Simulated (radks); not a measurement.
Initial-state core-level shifts of the sulfur ion S+ when its valence configuration changes from [Ne] 3s2 3p3. Method: non-relativistic Kohn-Sham, PBE, spin-polarised, spherical densities, point nucleus; open shells are filled with parallel spins first; computed with a radial shooting solver on a logarithmic mesh with Libxc functionals. Shifts are changes of the shell-averaged eigenvalues in eV (positive: less bound); the change of the density at the nucleus, which sets a Mossbauer isomer shift, is in e/bohr^3, on a base of 2676.

[
 {"valence": "3s1.5 3p3.5", "1s": "-0.700", "2s": "-0.694", "2p": "-0.686", "density at nucleus": "-4.6735"},
 {"valence": "3s1 3p4", "1s": "-1.394", "2s": "-1.382", "2p": "-1.368", "density at nucleus": "-9.3690"},
 {"valence": "3p5", "1s": "-3.116", "2s": "-3.053", "2p": "-3.024", "density at nucleus": "-19.0612"}
]
